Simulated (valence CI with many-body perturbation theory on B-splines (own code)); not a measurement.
## Ag¹⁴⁺: electric-dipole lines

Computed by relativistic CI+MBPT: five valence electrons over a frozen Dirac-Fock core [Ar] 3d10, a basis of 11 s, 11 p, 10 d, 8 f, 5 g, 2 h functions for each j, with the one-electron correlation potential Σ1 (screened to all orders), the two-electron term Σ2, the three-electron term Σ3, Breit, model QED; selected single and double excitations, second order for the rest (own B-spline code, finite nucleus).

No measured spectrum was set against this ion. As an estimate, levels hold to about 250 cm⁻¹ or 0.2 % of their energy and the worst to 1 %, as in measured heavy ions of charge 2 to 7; those with d or f electrons hold less well. Among the levels kept, up to 2000 cm⁻¹ of a level comes from second order outside the variational space, and about a tenth of that is noise between levels of different J, which matters for small intervals.

Lines 101 to 150 of 547 in falling wavelength, among levels below 147.95 eV, chosen from the strongest by gf and those to the six lowest levels. Wavelengths and rates use the calculated energies, so an error of 1000 cm⁻¹ moves a line at 24.38 nm by 0.24 % and its rate by three times that or more. Electric multipoles are in the length gauge, E1 and E2 with the static RPA response of the core. Weak lines are less certain than strong ones. Lines between different terms over intervals too small for the method are left out, as are lines whose strength nearly cancels. Where a level lies close to another of its J and parity, the split of strength between their lines is uncertain. The highest levels of a list are the least certain.

Names give the largest LS component (configuration and term), which can be under half, so a name can repeat, a term be missing and a line seem to break the LS rules; names also repeat where a configuration has a term twice. Letters in brackets count levels of one name in rising energy.

| λ vac (nm) | Upper | Lower | A (s⁻¹) | log gf | Branch % |
| --- | --- | --- | --- | --- | --- |
| 24.38 | 4s.4p4 2S_1/2 | 4s2.4p3 2D°_3/2 | 1.70e+10 | -0.52 | 53.8 |
| 24.20 | 4s2.4p2.4d 4D_1/2 | 4s2.4p3 2P°_3/2 | 5.35e+09 | -1.03 | 35.8 |
| 24.20 | 4s.4p3.4d 2D°_3/2 [b] | 4s2.4p2.4d 2F_5/2 [a] | 7.41e+09 | -0.58 | 6.4 |
| 24.18 | 4s.4p3.4d 4P°_1/2 [b] | 4s2.4p2.4d 4D_3/2 | 8.80e+09 | -0.81 | 4.7 |
| 24.12 | 4s2.4p2.4d 4D_3/2 | 4s2.4p3 2P°_3/2 | 4.94e+08 | -1.76 | 2.5 |
| 24.10 | 4s.4p3.4d 4D°_5/2 [c] | 4s2.4p2.4d 4F_7/2 | 1.26e+10 | -0.18 | 10.6 |
| 24.10 | 4s.4p3.4d 2F°_5/2 [a] | 4s2.4p2.4d 4D_5/2 | 3.44e+09 | -0.74 | 10.9 |
| 24.05 | 4s.4p3.4d 2G°_7/2 [b] | 4s2.4p2.4d 2F_7/2 [a] | 3.18e+09 | -0.66 | 6.5 |
| 24.00 | 4s.4p3.4d 2P°_1/2 [d] | 4s2.4p2.4d 2D_3/2 [b] | 1.95e+10 | -0.47 | 9.0 |
| 23.96 | 4p5 2P°_3/2 | 4s.4p4 4P_5/2 | 1.69e+09 | -1.23 | 7.4 |
| 23.92 | 4s.4p4 2D_5/2 | 4s2.4p3 4S°_3/2 | 5.94e+07 | -2.51 | 0.6 |
| 23.90 | 4s.4p4 2P_3/2 | 4s2.4p3 2D°_3/2 | 8.62e+08 | -1.53 | 2.6 |
| 23.82 | 4s.4p3.4d 2F°_5/2 [b] | 4s2.4p2.4d 2G_7/2 | 1.13e+10 | -0.24 | 8.5 |
| 23.73 | 4s.4p3.4d 4D°_7/2 [d] | 4s2.4p2.4d 4F_9/2 | 3.39e+10 | 0.36 | 54.4 |
| 23.56 | 4s.4p3.4d 2F°_7/2 [d] | 4s2.4p2.4d 2G_9/2 | 1.54e+10 | 0.01 | 33.6 |
| 23.39 | 4s.4p3.4d 2D°_5/2 [c] | 4s2.4p2.4d 2G_7/2 | 3.87e+09 | -0.72 | 2.8 |
| 23.26 | 4s.4p3.4d 2D°_3/2 [c] | 4s2.4p2.4d 2F_5/2 [a] | 9.52e+09 | -0.51 | 9.0 |
| 23.21 | 4s2.4p.4d2 4G°_7/2 | 4s2.4p2.4d 2G_9/2 | 1.89e+10 | 0.09 | 58.7 |
| 23.16 | 4s.4p3.4d 4D°_7/2 [d] | 4s2.4p2.4d 2F_7/2 [a] | 3.20e+09 | -0.69 | 5.1 |
| 23.11 | 4s2.4p2.4d 4D_5/2 | 4s2.4p3 2P°_3/2 | 1.94e+08 | -2.03 | 1.2 |
| 23.01 | 4s2.4p2.4d 4F_3/2 | 4s2.4p3 2D°_5/2 | 1.75e+09 | -1.26 | 18.6 |
| 22.99 | 4s.4p3.4d 2F°_7/2 [d] | 4s2.4p2.4d 2F_7/2 [b] | 4.16e+09 | -0.58 | 9.1 |
| 22.82 | 4s.4p3.4d 4D°_7/2 [d] | 4s2.4p2.4d 4F_7/2 | 8.04e+09 | -0.30 | 12.9 |
| 22.73 | 4s.4p3.4d 2F°_5/2 [c] | 4s2.4p2.4d 2G_7/2 | 3.35e+09 | -0.81 | 1.5 |
| 22.69 | 4s.4p3.4d 2D°_3/2 [d] | 4s2.4p2.4d 4D_5/2 | 9.21e+09 | -0.55 | 9.7 |
| 22.67 | 4s.4p3.4d 4D°_5/2 [c] | 4s2.4p2.4d 4F_5/2 | 6.03e+09 | -0.55 | 5.1 |
| 22.50 | 4s2.4p.4d2 4G°_5/2 | 4s2.4p2.4d 2G_7/2 | 9.03e+09 | -0.39 | 24.3 |
| 22.36 | 4s2.4p2.4d 2P_3/2 [a] | 4s2.4p3 2P°_3/2 | 1.44e+09 | -1.37 | 1.5 |
| 22.30 | 4s.4p3.4d 2D°_3/2 [b] | 4s2.4p2.4d 4F_3/2 | 9.27e+09 | -0.56 | 8.0 |
| 22.30 | 4s.4p3.4d 4D°_5/2 [e] | 4s2.4p2.4d 4F_7/2 | 1.01e+10 | -0.35 | 14.3 |
| 22.29 | 4s.4p3.4d 2F°_7/2 [b] | 4s2.4p2.4d 4F_9/2 | 3.90e+09 | -0.63 | 18.1 |
| 22.27 | 4s2.4p.4d2 4D°_7/2 [a] | 4s2.4p2.4d 2D_5/2 [a] | 3.00e+09 | -0.75 | 6.4 |
| 22.27 | 4s2.4p2.4d 4F_5/2 | 4s2.4p3 2D°_5/2 | 3.47e+08 | -1.81 | 4.6 |
| 22.27 | 4s.4p3.4d 2D°_5/2 [d] | 4s2.4p2.4d 2F_7/2 [b] | 1.39e+10 | -0.21 | 21.2 |
| 22.18 | 4s2.4p.4d2 4D°_5/2 [c] | 4s2.4p2.4d 2F_7/2 [c] | 5.04e+09 | -0.65 | 3.9 |
| 22.18 | 4s2.4p2.4d 4F_3/2 | 4s2.4p3 2D°_3/2 | 2.39e+09 | -1.15 | 25.5 |
| 22.07 | 4s2.4p2.4f 2G°_7/2 [a] | 4s2.4p2.4d 2G_9/2 | 3.06e+09 | -0.75 | 4.1 |
| 22.05 | 4s2.4p2.4d 4D_1/2 | 4s2.4p3 2P°_1/2 | 8.07e+08 | -1.93 | 5.4 |
| 22.03 | 4s.4p3.4d 6D°_3/2 | 4s.4p4 4P_5/2 | 1.06e+09 | -1.51 | 62.9 |
| 22.01 | 4s.4p3.4d 4D°_3/2 [c] | 4s2.4p2.4d 2F_5/2 [a] | 8.24e+09 | -0.62 | 4.5 |
| 21.99 | 4s.4p3.4d 6D°_5/2 | 4s.4p4 4P_5/2 | 9.72e+08 | -1.37 | 72.9 |
| 21.99 | 4s2.4p2.4d 4D_3/2 | 4s2.4p3 2P°_1/2 | 7.53e+08 | -1.66 | 3.8 |
| 21.96 | 4s.4p4 2S_1/2 | 4s2.4p3 4S°_3/2 | 3.60e+09 | -1.28 | 11.4 |
| 21.91 | 4s.4p3.4d 6D°_7/2 | 4s.4p4 4P_5/2 | 3.25e+08 | -1.73 | 46.8 |
| 21.75 | 4s2.4p2.4f 4F°_5/2 | 4s2.4p2.4d 2F_7/2 [c] | 6.68e+09 | -0.55 | 3.6 |
| 21.72 | 4s2.4p.4d2 2H°_9/2 | 4s2.4p2.4d 2G_9/2 | 2.27e+09 | -0.79 | 25.4 |
| 21.71 | 4s.4p3.4d 2P°_3/2 [b] | 4s2.4p2.4d 2P_3/2 [a] | 7.07e+09 | -0.70 | 7.2 |
| 21.57 | 4s.4p4 2P_3/2 | 4s2.4p3 4S°_3/2 | 1.45e+09 | -1.39 | 4.4 |
| 21.47 | 4s2.4p2.4f 2D°_3/2 [b] | 4s2.4p2.4d 2D_5/2 [c] | 6.56e+09 | -0.74 | 2.6 |
| 21.40 | 4s.4p4 2P_1/2 | 4s2.4p3 2D°_3/2 | 3.31e+09 | -1.34 | 14.0 |

How does gf follow from A for the line at 23.90 nm?

gf = 1.4992 × (2J+1)_upper × A / σ², with σ = 418351 cm⁻¹ and 2J+1 = 4: gf = 0.0295.
